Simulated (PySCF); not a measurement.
## Radial density of Li⁺ (lithium, charge +1)

UHF, 1s2, closed-shell 1S. Calculation: PySCF 2.14, in x2c-TZVPPall (5s3p1d, 19 functions); scalar relativity by spin-free X2C-1e.

```csv
r (bohr),4πr²ρ (e/bohr)
0.00962,0.01517
0.0162,0.04104
0.0272,0.1086
0.0458,0.2745
0.0770,0.6454
0.130,1.342
0.218,2.282
0.366,2.815
0.616,2.075
1.04,0.6748
1.74,0.05634
2.93,0.0004122
```

Densities and radii are taken from the X2C orbitals without a picture-change correction, which distorts them close to the nucleus.
